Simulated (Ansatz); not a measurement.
A nudged elastic band was laid between two geometries of CH6BFO (10 atoms, charge 0, multiplicity 1).

Computed with Ansatz 0.2.0, RKS PBE0-D4/6-31G*.

| Item | Value |
| --- | --- |
| movable images | 7 |
| climbing image | yes |
| spring | 5.0 eV/Å² |
| optimiser | quadratic models (default) |
| start path | through a guess of the saddle point |
| force threshold | 0.03 eV/Å |
| iteration limit | 60 |
| end points | relaxed |

Image 0:

```xyz
10
Properties=species:S:1:pos:R:3
B 0.031 -0.079 0.113
H 0.000 -0.710 1.152
C 1.394 0.002 -0.701
H 1.569 -0.967 -1.185
H 1.369 0.752 -1.503
H 2.276 0.190 -0.073
F -1.119 -0.116 -0.610
O -0.070 1.610 0.845
H 0.830 1.969 0.858
H -0.325 1.481 1.771
```

Image 8:

```xyz
10
Properties=species:S:1:pos:R:3
B 0.007 0.789 -0.603
H 0.149 -0.524 2.858
C 1.393 0.101 -0.885
H 1.323 -0.973 -0.669
H 1.652 0.181 -1.948
H 2.228 0.503 -0.302
F -1.052 0.446 -1.337
O -0.229 1.720 0.359
H 0.572 1.932 0.852
H -0.090 -0.043 2.343
```

Task: Which bonds break or form, and what moves?

Result: Bonds broken: B1–H2, O8–H10. Bonds formed: H2–H10. CH6BFO becomes CH4BFO + H2.

Task: Give the energies along the band, and the barrier.

Result: It converged. The highest image is number 3 of 0 to 8, 0.95 eV above the first end and 2.06 eV above the last; the last end lies 1.11 eV below the first. Neighbouring images differ by up to 1.3 eV, so the band resolves the path poorly. A vibrational analysis at the climbing image gives one clearly imaginary mode, 1410i cm⁻¹: a first-order saddle point. The orbitals stay closed-shell, which can raise the energy where a bond breaks towards radicals; this wasn't checked here.

```csv
image,path coordinate (Å),energy (eV),B1–H2 (Å),O8–H10 (Å),H2–H10 (Å)
0,0.00,0.00,1.22,0.97,2.30
1,0.44,0.03,1.22,0.97,2.04
2,0.88,0.34,1.25,0.99,1.53
3,1.32,0.95,1.38,1.24,1.04
4,1.94,-0.35,1.88,1.83,0.76
5,2.55,-0.96,2.44,2.31,0.74
6,3.16,-1.08,2.99,2.67,0.74
7,3.78,-1.10,3.40,2.71,0.74
8,4.39,-1.11,3.70,2.66,0.74
```

Task: What is the geometry of the highest image?

Result: 
```xyz
10
Properties=species:S:1:pos:R:3
B -0.001 0.260 0.077
H 0.003 -0.422 1.279
C 1.377 0.034 -0.659
H 1.458 -0.989 -1.040
H 1.452 0.706 -1.525
H 2.251 0.212 -0.019
F -1.162 -0.019 -0.549
O -0.123 1.648 0.826
H 0.734 2.100 0.794
H -0.034 0.601 1.483
```

Time of the run: 6 min on 1 thread of Arm Neoverse V1 (shared host), peak memory 0.14 GiB.
